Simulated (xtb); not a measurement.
C3, singlet, geometry from GFN2-xTB; GFN0-xTB (xtb).

Input for xtb:
```
$ xtb mol.xyz --gfn 0 --json

# file mol.xyz
3

C     -1.28632769     0.05918624     0.01517944
C      0.00059880     0.00960336     0.00809238
C      1.28572888    -0.06878959    -0.02327182
```

Output, abridged:

```
   ID    Z sym.   atoms
    1    6 C      1-3

           -------------------------------------------------
          |                Calculation Setup                |
           -------------------------------------------------

           -------------------------------------------------
          |                 G F N 0 - x T B                 |
           -------------------------------------------------

          ...................................................
          :                      SETUP                      :
          :.................................................:
          :  # basis functions                  12          :
          :  # atomic orbitals                  12          :
          :  # shells                            6          :
          :  # electrons                        12          :
          :  electronic temp.          300.0000000     K    :
          :  accuracy                    1.0000000          :
          :  -> integral cutoff          0.2500000E+02      :
          :  -> integral neglect         0.1000000E-07      :
          ...................................................

         :::::::::::::::::::::::::::::::::::::::::::::::::::::
         ::                     SUMMARY                     ::
         :::::::::::::::::::::::::::::::::::::::::::::::::::::
         :: total energy              -6.124396637312 Eh    ::
         :: gradient norm              0.015651655423 Eh/a0 ::
         :: HOMO-LUMO gap              1.556581936768 eV    ::
         ::.................................................::
         :: H0 energy                 -6.245077400576 Eh    ::
         :: repulsion energy           0.123809434259 Eh    ::
         :: electrostat energy        -0.002692314132 Eh    ::
         :: -> Gsolv                   0.000000000000 Eh    ::
         ::    -> Gsasa                0.000000000000 Eh    ::
         ::    -> Gshift               0.000000000000 Eh    ::
         :: dispersion energy         -0.000436356863 Eh    ::
         :: short-range corr.          0.000000000000 Eh    ::
         :: add. restraining           0.000000000000 Eh    ::
         :: total charge               0.000000000000 e     ::
         :::::::::::::::::::::::::::::::::::::::::::::::::::::

           -------------------------------------------------
          |                Property Printout                |
           -------------------------------------------------

    * Orbital Energies and Occupations

         #    Occupation            Energy/Eh            Energy/eV
      -------------------------------------------------------------
         1        2.0000           -0.6563790             -17.8610
         2        2.0000           -0.6230028             -16.9528
         3        2.0000           -0.4806248             -13.0785
         4        2.0000           -0.4725325             -12.8583
         5        2.0000           -0.4724585             -12.8563
         6        2.0000           -0.4175411             -11.3619 (HOMO)
         7                         -0.3603378              -9.8053 (LUMO)
         8                         -0.3603231              -9.8049
         9                         -0.1687125              -4.5909
        10                         -0.1686072              -4.5880
        11                          0.2772338               7.5439
        12                          0.9719150              26.4472
      -------------------------------------------------------------
                  HL-Gap            0.0572033 Eh            1.5566 eV
             Fermi-level            0.0000000 Eh            0.0000 eV

     #   Z          covCN         q      C6AA      α(0)
     1   6 C        0.982    -0.101    41.247    10.749
     2   6 C        1.962     0.202    26.754     8.343
     3   6 C        0.982    -0.101    41.247    10.749

 Mol. C6AA /au·bohr⁶  :        324.582274
 Mol. C8AA /au·bohr⁸  :       9387.483421
 Mol. α(0) /au        :         29.840928

Wiberg/Mayer (AO) data.
largest (>0.10) Wiberg bond orders for each atom

 ---------------------------------------------------------------------------
     #   Z sym  total        # sym  WBO       # sym  WBO       # sym  WBO
 ---------------------------------------------------------------------------
     1   6 C    2.502 --     2 C    1.977     3 C    0.524
     2   6 C    3.955 --     1 C    1.977     3 C    1.977
     3   6 C    2.502 --     2 C    1.977     1 C    0.524
 ---------------------------------------------------------------------------

Topologies differ in total number of bonds
Writing topology from bond orders to xtbtopo.mol

 dipole moment from electron density (au)
     X       Y       Z
   0.0005   0.0076   0.0064  total (Debye):    0.025

           -------------------------------------------------
          | TOTAL ENERGY               -6.124396637312 Eh   |
          | GRADIENT NORM               0.015651655423 Eh/α |
          | HOMO-LUMO GAP               1.556581936768 eV   |
           -------------------------------------------------

normal termination of xtb
```
